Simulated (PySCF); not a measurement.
## Calculated NMR data

PySCF calculation with σ from GIAO-PBE0/pcSseg-1 and coordinates at the GFN2-xTB level; rapidly exchanging positions averaged, one computed conformer, gas phase, non-relativistic.

References, each an isolated molecule treated in the same way: 1H (31.72 ppm), 13C (186.93 ppm) against TMS. Splittings of carbon signals by F and P are missing where no couplings were computed. Where no couplings were computed, multiplicities follow the n + 1 count of equivalent neighbours, and m marks all less simple cases (inequivalent or close neighbours, rings, F or P nearby). Shifts are as computed. Against solution values, carbons near 30 ppm lie about +3 ppm off and those near 130 ppm about +5 ppm. Of 1211 compounds with measured shifts, 218 miss one by over three times the rms of a fit or turn the order of signals round; such compounds aren't used in these exercises.

Compound 1 (C$_{5}$H$_{8}$F$_{3}$OP). 1H NMR (600 MHz, computed): δ 4.01 (m, 4H), 1.98 (m, 4H). 13C{1H} NMR (computed): δ 141.4, 68.9, 24.7. Structure: SMILES C1P(C(F)(F)F)CCOC1.

Compound 2 (C$_{2}$H$_{12}$Si$_{4}$). 1H NMR (600 MHz, computed): δ 5.09 (m, 1H), 4.72 (m, 2H), 4.64 (m, 2H), 3.91 (t, 3H), 0.65 (m, 1H), 0.62 (m, 1H), 0.11 (m, 2H). 13C{1H} NMR (computed): δ -11.0, -11.2. Structure: SMILES C1[SiH2][SiH](C[SiH3])[SiH2]1.
